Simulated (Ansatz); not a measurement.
`F[SiH](F)[SiH](Cl)Cl` + H₂S → `S[SiH](Cl)Cl` + `F[SiH2]F` at 600 K and 1 bar (cleavage of the Si–Si bond).

Isolated molecules relaxed with PBE0-D4/def2-TZVP in Ansatz; ΔE leaves out vibrations. CBS: MP2 limit from def2 TZ/QZ plus the TZ coupled-cluster correction, frozen cores. This one scheme is used for every species. Each species was taken in one conformer, which may not be the lowest.

```csv
species,CCSD(T)/CBS energy (Eh),H − E (kJ/mol),S (J/(mol·K))
`F[SiH](F)[SiH](Cl)Cl`,-1698.73569,138.9,494.6
H₂S,-398.97279,60.8,230.9
`S[SiH](Cl)Cl`,-1607.74509,106.4,405.4
`F[SiH2]F`,-489.99391,92.8,309.1
```

H − E and S are ideal-gas, rigid-rotor, harmonic terms from PBE0-D4/def2-TZVP, for one conformer and one mirror image of each species. 1 Eh = 2625.50 kJ/mol, R = 8.31446 J/(mol·K).

Task: By hand: ΔE, ΔH, ΔS and ΔG.

Result: ΔE = (-1607.74509) + (-489.99391) − (-1698.73569) − (-398.97279) = -0.03052 Eh = -80.1 kJ/mol. Δ(H − E) = 106.4 + 92.8 − 138.9 − 60.8 = -0.5, so ΔH = -80.6 kJ/mol. ΔS = 405.4 + 309.1 − 494.6 − 230.9 = -11.0 J/(mol·K). ΔG = -80.6 − 600 × (-11.0)/1000 = -74.0 kJ/mol.

Task: By hand: the equilibrium constant, and the temperature at which ΔG would vanish if ΔH and ΔS stayed fixed.

Result: log₁₀ K = −ΔG/(RT ln 10) = 6.4. ΔG = 0 at ΔH/ΔS = 7327 K, far beyond where these terms or the molecules hold.

The number of gas molecules stays the same, so ΔS is small and ΔH decides. A doubt of 5 kJ/mol in ΔE shifts log₁₀ K by 0.4 here. Other conformers and mirror images would add mixing entropy, several J/(mol·K) or more a flexible species. Modes under 60 cm⁻¹, often nearly free rotors, make the harmonic entropy too high. These are equilibria of isolated gas molecules and say nothing of rates. Largest T1 diagnostic: 0.012 (customary marks: 0.02 for closed shells, 0.045 for open ones).
